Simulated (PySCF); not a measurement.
C7H10F2O.
Z-matrix (Å and degrees, PBE0-D3(BJ)/def2-SVP geometry), rows numbered from 1:
```
C 
C   1  1.5195
C   2  1.5192  1  113.23
C   3  1.5478  2  115.65  1    71.67
C   4  1.5454  3   90.17  2   111.66
F   5  1.3649  4  114.22  3   123.01
C   5  1.5102  4  113.20  3  -110.12
O   7  1.1850  5  125.53  4    60.01
F   7  1.3282  5  112.85  4  -118.59
C   5  1.5398  4   89.49  3     6.22
H   1  1.1021  2  111.49  3   -57.80
H   1  1.1002  2  111.44  3  -177.59
H   1  1.1019  2  111.42  3    62.12
H   2  1.1039  1  109.83  3  -121.31
H   2  1.1033  1  110.34  3   122.08
H   3  1.1016  2  109.57  1   -57.17
H   4  1.0983  3  114.79  2  -136.74
H   4  1.0997  3  116.23  2    -7.51
H  10  1.0983  3  114.50  2   136.11
H  10  1.0991  3  115.93  2     6.88
```

Level: PBE0/pcSseg-1 in PySCF, non-relativistic, on one gas-phase PBE0-D3(BJ)/def2-SVP geometry that isn't relaxed in the solvent. The solvent is an IEF-PCM continuum (cavity from Bondi-type radii × 1.2). Specific hydrogen bonds and non-electrostatic terms are outside this model.

```tsv
run	E − E(gas) (kcal/mol)	HOMO (eV)	HOMO–LUMO gap (eV)	dipole (D)
gas	0.00	-8.79	8.06	2.72
P	-3.30	-8.70	7.97	3.12
Q	-4.62	-8.66	7.92	3.28
```

**Question.** The runs were made in chloroform and water. Which run belongs to which solvent?

**Answer.** P = chloroform, Q = water. The dielectric constants are 4.711 (chloroform), 78.36 (water), and the energy falls further as ε rises. In this model the ground state sees the solvent through ε alone.

**Question.** How constant is the ratio of the lowering to (ε − 1)/(2ε + 1)?

**Answer.** 
| solvent | (ε − 1)/(2ε + 1) | E − E(gas) (kcal/mol) | ratio (kcal/mol) | polarisation term (kcal/mol) |
| --- | --- | --- | --- | --- |
| chloroform | 0.356 | -3.30 | -9.3 | -3.56 |
| water | 0.490 | -4.62 | -9.4 | -5.15 |

The ratio changes by +1.6 % in size from chloroform to water. The polarisation term is half the interaction of the solute with the induced surface charges.
